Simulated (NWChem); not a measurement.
System: AuNH3I; SMILES [NH3]->[Au][I]

All runs: NWChem. Coordinates come from a PBE0/def2-SVP optimisation. Not confirmed as a minimum by frequencies. def2 effective core potentials on I, Au; no spin-orbit coupling.

Diagonal of the polarisability tensor at CAM-B3LYP/def2-SVPD, static: 65.34, 65.34, 113.53 bohr³.

Task: Find the mean polarisability volume, the molar refraction, and the refractive index that an ideal gas of it would have at 273.15 K and 1 atm.

Result: 
1. Mean: one third of the trace = 81.40 bohr³ × 0.14818 Å³/bohr³ = 12.06 Å³.
2. Molar refraction (Lorentz-Lorenz): (4π/3) N_A α = 30.4 cm³/mol.
3. Number density p/kT = 2.687 × 10⁻⁵ Å⁻³; n − 1 = 2π N α = 20.36 × 10⁻⁴.
4. These hold the electronic response alone: vibrational and orientational terms add to the static dielectric constant.
